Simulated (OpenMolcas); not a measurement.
# Al+: effect of the active space

* Program: OpenMolcas 26.06
* Method: CASSCF or its RAS form
* Basis: ANO-RCC-VQZP
* Scalar Hamiltonian: DKH2, point nucleus
* Spin-orbit coupling: RASSI with atomic mean-field integrals over the reference wave functions, term energies averaged over their components

A. 2 electrons in 4 orbitals (3s 3p); 2S+1 = 3 even, 3 roots; 2S+1 = 1 even, 7 roots; 2S+1 = 3 odd, 3 roots; 2S+1 = 1 odd, 3 roots; cost roughly 8 core-seconds
B. 2 electrons in 8 orbitals (3s 3p 4s 4p); 2S+1 = 3 even, 3 roots; 2S+1 = 1 even, 7 roots; 2S+1 = 3 odd, 3 roots; 2S+1 = 1 odd, 3 roots; cost roughly 11 core-seconds
C. 2 electrons in 9 orbitals (RAS2 3s 3p; RAS3 3d, at most 2 electrons); 2S+1 = 3 even, 3 roots; 2S+1 = 1 even, 7 roots; 2S+1 = 3 odd, 3 roots; 2S+1 = 1 odd, 3 roots; cost roughly 11 core-seconds

Energies in cm⁻¹ above 3s² ¹S₀, the measured ground level; measured values from NIST Handbook of Basic Atomic Spectroscopic Data.

| Level | A | B | C | Measured |
| --- | --- | --- | --- | --- |
| 3s² ¹S₀ | 0.0 | 0.0 | 0.0 | 0.0 |
| 3s 3p ³P°₀ | 36010 | 37193 | 35231 | 37393 |
| 3s 3p ³P°₁ | 36061 | 37244 | 35282 | 37454 |
| 3s 3p ³P°₂ | 36164 | 37347 | 35384 | 37578 |
| 3s 3p ¹P°₁ | 66625 | 67512 | 60142 | 59852 |

Deviations, from unrounded energies. A percentage is the sum of absolute deviations over the sum of measured energies, with the sign that they share, or ± where signs differ.

| Against measurement | Levels | A | B | C |
| --- | --- | --- | --- | --- |
| mean absolute deviation (cm-1) | 4 | 2700 | 2100 | 1700 |
| other configurations (%) | 4 | ±6.4 | ±4.8 | ±4.0 |

C lies closest to measurement on these levels and A furthest from it. The largest miss of C in the table is 3s 3p ³P°₂, by -2200 cm-1. The ranking rests on the paired levels alone, and a cruder setting can come out closer through cancelling errors.

Among A to C the level of the table that moves most is 3s 3p ¹P°₁, by 7400 cm-1 (lowest in C, highest in B).

Without dynamic correlation excited terms often stand tens of per cent too high (terms of higher spin than the ground term too low), and those without a measured partner can miss by more than the paired ones. The run also gave levels led by 3s 4s, which use shells meant for correlation; these and all levels above them are left out (holds for B). Active for correlation alone: 3d; no level in the range computed is led by a configuration that fills it, so any true level of that kind is missing (holds for C). Measured partners are found by configuration, term and J. A level has none where our copy of the source lacks it or the pairing is in doubt (some pairs that miss far off the trend of their configuration count as doubtful), and it then counts in no deviation. Levels of configurations outside the active space are missing. The table leaves out levels that lie high or whose names do not pair safely across all columns.

° marks odd parity.
